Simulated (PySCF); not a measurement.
FH3LiN, SMILES [F][Li]<-[NH3] (connectivity only; charge and spin as stated), neutral, multiplicity 1.

Geometry optimised at B3LYP-D3(BJ)/def2-TZVP.

The numbers are results of PBE/def2-TZVPD (PySCF), not measurements.

Symmetry labels are those of the subgroup Cs that the program uses (full group C3v).

### Question
List the valence orbital energies around the gap with their symmetry. (The exact figures need the calculation; the answer reports its results.)

### Answer

| orbital | symmetry | energy (eV) |
|---|---|---|
| HOMO−7 | A' | -23.75 |
| HOMO−6 | A' | -23.21 |
| HOMO−5 | A' | -13.27 |
| HOMO−4 | A" | -13.27 |
| HOMO−3 | A' | -8.83 |
| HOMO−2 | A' | -5.66 |
| HOMO−1 | A' | -5.38 |
| HOMO | A" | -5.38 |
| LUMO | A' | -1.68 |
| LUMO+1 | A" | 0.05 |
| LUMO+2 | A' | 0.05 |
| LUMO+3 | A' | 0.37 |
